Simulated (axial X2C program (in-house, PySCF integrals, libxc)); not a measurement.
# Low determinants of WSi at the PBE0 level, scalar-relativistic

Computed with an in-house relativistic program for diatomic molecules. Spin-free means the one-electron spin-free X2C Hamiltonian. Basis: W dyall-cv3z [13s14p9d7f4g], Si dyall-v3z [8s7p2d1f] (cores contracted in-house); Gaussian nuclei, density fitting, unrestricted open shells. Masses: W 183.951 u, Si 27.977 u.

Search at 2.318 Å (vertical energies from the lowest determinant):

```csv
ΔE (eV),state,electrons beyond evenly filled partner blocks,"electrons in σ, π, δ, φ"
0.00,"M_S = 2, Λ = 1","σα, π+α, π+β, π-α, δ+α, δ-α",35 35 14 4
0.46,"M_S = 2, Λ = 0","2 × σα, δ+α, δ-α",34 36 14 4
0.48,"M_S = 1, Λ = 2","σα, δ+α",35 36 13 4
0.56,"M_S = 1, Λ = 1","σα, π+α, π+β, π-β, δ+α, δ-α",35 35 14 4
0.57,"M_S = 1, Λ = 0","δ+α, δ-α",34 36 14 4
0.85,"M_S = 3, Λ = 1","σα, 2 × π+α, π-α, δ+α, δ-α",35 35 14 4
1.05,"M_S = 2, Λ = 0","π+α, π-α, δ+α, δ-α",36 34 14 4
```

Lowest determinant, M_S = 2, Λ = 1 (beyond evenly filled blocks: σα, π+α, π+β, π-α, δ+α, δ-α): Re = 2.314 Å, ωe = 388.2 cm⁻¹.

The determinant in row 2 of the search, M_S = 2, Λ = 0 (beyond evenly filled blocks: 2 × σα, δ+α, δ-α), was followed along the bond at PBE0; measured from the minimum of the lowest determinant it gives:

Te = 0.400 eV (3224 cm⁻¹), Re = 2.222 Å, ωe = 401.6 cm⁻¹.

Problem. Compare the bond of the determinant in row 2 with that of the lowest one.

Solution. At PBE0 its Re is 0.092 Å shorter and its force constant, which goes as ωe², is 1.07 times that of the lowest determinant. This determinant mixes spin states, so it has no term energy of its own.

The search compares states at one distance, so a state with another bond length can lie lower; it is not exhaustive and yields mostly the lowest determinant of each block pattern, so other components and higher states of one pattern are missing. These are energies of single determinants, not of spin-adapted states; PBE0 term energies can be off by some tenths of an eV, and the functional has no current term. The lowest determinant need not be the ground state where others lie within half an eV. Spin–orbit coupling is large for these atoms, so the spin-free order is a model. Row 1 is spin-contaminated (⟨S²⟩ = 6.26 against 6.00), so its values are not those of a pure state. Row 2 is spin-contaminated (⟨S²⟩ = 6.61 against 6.00), so its values are not those of a pure state.
